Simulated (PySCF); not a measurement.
CH10OSi3.
Atom-mapped SMILES: `[CH3:1][SiH2:2][Si@H:3]([OH:4])[SiH3:5]` (hydrogens: H6, H7, H8 on C1; H9, H10 on Si2; H11 on Si3; H12 on O4; H13, H14, H15 on Si5)

Method: PySCF, PBE0-D3(BJ)/def2-SVP geometry optimisation, gas phase; density fitting, grid level 1; the optimiser is geomeTRIC in internal coordinates, started from a GFN2-xTB structure with every atom displaced at random (about 0.01 Å).

Step 0: E = -26857.4462 eV
```
atom  x, y, z in Å  |  force x, y, z in eV/Å
C1      2.2279    0.8477    0.2383   -1.074   0.630  -0.637
Si2     1.4283   -0.7100   -0.4923    0.646   1.054   0.882
Si3    -0.7739   -0.8471    0.2392    0.715   0.323   1.093
O4     -1.2568   -2.0926   -0.6725   -1.847  -2.074  -1.347
Si5    -2.1457    0.9936    0.0201   -0.340   0.356   0.328
H6      2.1840    0.8664    1.3173    0.049  -0.123   0.766
H7      3.2519    0.9802   -0.0722    0.800  -0.076  -0.196
H8      1.6902    1.7675   -0.0976    0.124  -0.420   0.061
H9      1.5592   -0.6109   -1.9355   -0.228  -0.008  -0.906
H10     2.2990   -1.8328   -0.0898   -0.084  -0.520   0.196
H11    -0.8525   -1.3055    1.6657    0.138   0.302   0.250
H12    -2.1543   -2.4709   -0.5688    0.869   0.376  -0.082
H13    -1.5630    2.1932    0.6363    0.366   0.404   0.274
H14    -3.4857    0.8607    0.6572   -0.114  -0.283   0.141
H15    -2.4224    1.3445   -1.3667   -0.021   0.059  -0.823
```

Step 1: E = -26857.7731 eV
```
atom  x, y, z in Å  |  force x, y, z in eV/Å
C1      2.2037    0.9228    0.2553   -0.091   0.113   0.080
Si2     1.4374   -0.6438   -0.4710    0.212   0.098  -0.018
Si3    -0.7777   -0.9507    0.2239   -0.071  -0.394  -0.210
O4     -1.3820   -2.2192   -0.7236    0.119   0.321   0.163
Si5    -2.0728    0.9965   -0.0073   -0.054   0.019   0.043
H6      2.1771    0.9196    1.3567    0.040  -0.058  -0.024
H7      3.2503    1.0520   -0.0662   -0.056  -0.097   0.017
H8      1.6472    1.8127   -0.0772   -0.029   0.005  -0.036
H9      1.4749   -0.5513   -1.9649   -0.063  -0.032  -0.006
H10     2.2364   -1.8415   -0.0629    0.001  -0.035  -0.008
H11    -0.8168   -1.3515    1.6732    0.035   0.112   0.037
H12    -2.2846   -2.4741   -0.5126   -0.065  -0.053  -0.014
H13    -1.3936    2.1648    0.6335    0.047   0.015   0.036
H14    -3.3980    0.8157    0.6652   -0.043   0.011  -0.021
H15    -2.3151    1.3322   -1.4432    0.017  -0.026  -0.039
```

Step 2: E = -26857.7846 eV
```
atom  x, y, z in Å  |  force x, y, z in eV/Å
C1      2.1799    0.9251    0.2621   -0.073   0.085   0.034
Si2     1.4414   -0.6435   -0.4788    0.075   0.009  -0.019
Si3    -0.7709   -0.9584    0.2242   -0.024  -0.212  -0.122
O4     -1.3839   -2.2183   -0.7178   -0.007   0.150   0.132
Si5    -2.0589    0.9962   -0.0074   -0.021   0.017   0.025
H6      2.1601    0.9019    1.3627    0.015  -0.030  -0.009
H7      3.2237    1.0565   -0.0609    0.008  -0.022   0.003
H8      1.6120    1.8117   -0.0632    0.011  -0.023  -0.003
H9      1.4581   -0.5520   -1.9733   -0.025  -0.005   0.001
H10     2.2504   -1.8398   -0.0809   -0.001   0.000  -0.010
H11    -0.7957   -1.3324    1.6812    0.017   0.055   0.021
H12    -2.2873   -2.4769   -0.5083    0.014  -0.022  -0.027
H13    -1.3624    2.1582    0.6328    0.006  -0.009   0.011
H14    -3.3930    0.8344    0.6559   -0.007   0.013  -0.026
H15    -2.2872    1.3212   -1.4495    0.013  -0.006  -0.009
```

Q: Estimate the geometry and energy of step 3. (The exact step hangs on the optimiser's Hessian estimate; all steps are aligned on step 2, rigid shifts and turns removed.)

A: E = -26857.7903 eV, largest force 0.071 eV/Å
```
atom  x, y, z in Å  |  force x, y, z in eV/Å
C1      2.1490    0.9283    0.2720    0.008  -0.016  -0.014
Si2     1.4425   -0.6428   -0.4934   -0.043  -0.025  -0.010
Si3    -0.7643   -0.9735    0.2253    0.017  -0.001  -0.004
O4     -1.3957   -2.2272   -0.6987   -0.047  -0.021   0.049
Si5    -2.0354    0.9948   -0.0118    0.020  -0.006  -0.015
H6      2.1380    0.8737    1.3709   -0.009   0.002   0.008
H7      3.1903    1.0743   -0.0517    0.016   0.025   0.000
H8      1.5659    1.8099   -0.0355    0.007   0.003   0.008
H9      1.4344   -0.5416   -1.9873    0.009   0.017   0.002
H10     2.2705   -1.8323   -0.1149    0.005   0.011  -0.006
H11    -0.7697   -1.3123    1.6919    0.004   0.000   0.000
H12    -2.2981   -2.4886   -0.4896    0.019   0.000  -0.014
H13    -1.3195    2.1448    0.6300   -0.014  -0.006   0.003
H14    -3.3821    0.8649    0.6322   -0.001   0.003  -0.012
H15    -2.2393    1.3115   -1.4604    0.009   0.014   0.005
```

The energy changes by -0.0058 eV. The first-order estimate −F·Δx gives -0.0102 eV and the mean of the old and new forces, exact on a quadratic surface, -0.0062 eV. The step makes an angle of 78° with the force vector and moves no atom by more than 0.054 Å.

The cost below is that of the whole optimisation. On one thread of an Arm Neoverse N1, no GPU, shared host with 64 logical CPUs at a one-minute load of 56, this took 2.3 min of wall time and 0.52 GiB of memory at its peak.
